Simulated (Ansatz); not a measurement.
Mulliken charges of GeH4Se3 (`[SeH][GeH]([SeH])[SeH]`) from B3LYP/def2-TZVPP in Ansatz (PBE0-D4/def2-TZVP geometry).

```tsv
atom	x (Å)	y (Å)	z (Å)	charge (e)
Se1	-1.521	1.024	-1.400	-0.206
Ge2	0.006	0.039	0.090	0.407
Se3	2.156	0.261	-0.832	-0.206
Se4	-0.490	-2.255	0.215	-0.206
H5	-1.097	2.385	-1.039	0.061
H6	-0.072	0.698	1.478	0.026
H7	2.806	-0.190	0.408	0.061
H8	-1.696	-2.019	1.023	0.061
```

Task: By hand: the dipole of these point charges (1 e Å = 4.8032 D).

Result: Σ q r = (-0.029, 0.245, 0.514) e Å, of length 0.570 e Å = 2.74 D.

Task: How does the dipole of the full density compare? (Best estimate.)

Result: Computed: (-0.016, 0.142, 0.299) e Å, 1.59 D; the point charges give 1.72 times that, at 0° from its direction.

Point charges leave out the atoms' own dipoles, such as those of lone pairs, and Mulliken's split depends on the basis, so the two needn't agree.

B3LYP here is the variant with VWN-RPA as its local correlation; programs differ in this.
